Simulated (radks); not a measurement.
Charge is removed step by step from the 4d (averaged over the sub-levels emptied) level of Zr, starting from [Kr] 4d2 5s2. Calculated with a radial shooting solver on a logarithmic mesh with Libxc functionals: Dirac Kohn-Sham, PBE, spin-unpolarised, spherical densities, finite nucleus; open shells are shared between the two j in proportion to 2j + 1; Fermi nuclear charge, rms radius 4.2694 fm.

removed (e),E - E(0) (eV),eigenvalue (eV),E minus straight line (eV)
0,0.000,-3.600,0.000
0.125,0.508,-4.535,-0.450
0.25,1.136,-5.511,-0.780
0.375,1.887,-6.524,-0.986
0.5,2.768,-7.572,-1.063
0.625,3.782,-8.654,-1.007
0.75,4.933,-9.769,-0.814
0.875,6.225,-10.914,-0.479
1,7.663,-12.088,0.000

Removing the whole electron costs 7.663 eV by Delta-SCF, against 3.600 eV from minus the eigenvalue at the starting occupation. Slater's transition state (half an electron removed) gives 7.572 eV. Integrating minus the eigenvalue over the occupation (Janak's theorem) gives 7.663 eV. The mean slope of the eigenvalue, de/dn, is 8.49 eV per electron.
